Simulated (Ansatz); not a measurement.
One change: `CN[Si](Cl)(Cl)Cl` becomes `C#C[Si](Cl)(Cl)Cl`.

Ansatz, PBE0-D4/def2-TZVP geometries, multiplicity 1. Each molecule was computed in one conformer, which needn't be the lowest.

```tsv
property	`CN[Si](Cl)(Cl)Cl`
HOMO–LUMO gap (ωB97M-V/def2-TZVPP) / eV	12.09
zero-point energy (PBE0-D4/def2-TZVP) / kJ/mol	158.7
LUMO energy (B3LYP/def2-TZVPP) / eV	0.03
HOMO energy (ωB97M-V/def2-TZVPP) / eV	-9.96
size of the dipole moment (PBE/def2-TZVPP) / D	2.54
HOMO–LUMO gap (PBE/def2-TZVPP) / eV	5.51
```

Question: Give the same properties after the change, and the shifts. (Estimate.)

Answer: Computed: 
```json
{"property": "HOMO–LUMO gap (ωB97M-V/def2-TZVPP) / eV", "`C#C[Si](Cl)(Cl)Cl`": "12.34", "shift": "0.25"}
{"property": "zero-point energy (PBE0-D4/def2-TZVP) / kJ/mol", "`C#C[Si](Cl)(Cl)Cl`": "65.8", "shift": "-92.9"}
{"property": "LUMO energy (B3LYP/def2-TZVPP) / eV", "`C#C[Si](Cl)(Cl)Cl`": "-1.10", "shift": "-1.13"}
{"property": "HOMO energy (ωB97M-V/def2-TZVPP) / eV", "`C#C[Si](Cl)(Cl)Cl`": "-11.17", "shift": "-1.21"}
{"property": "size of the dipole moment (PBE/def2-TZVPP) / D", "`C#C[Si](Cl)(Cl)Cl`": "1.73", "shift": "-0.81"}
{"property": "HOMO–LUMO gap (PBE/def2-TZVPP) / eV", "`C#C[Si](Cl)(Cl)Cl`": "5.80", "shift": "0.29"}
```

With PBE0 the HOMO falls by 1.29 eV and the LUMO falls by 1.24 eV, so the gap widens by about 0.05 eV. PBE moves the HOMO by -1.43 eV and ωB97M-V by -1.21 eV. The zero-point energy changes by -92.9 kJ/mol with -9 modes. Dipoles are sizes alone; their direction can turn.

B3LYP here is the variant with VWN-RPA as its local correlation; programs differ in this.
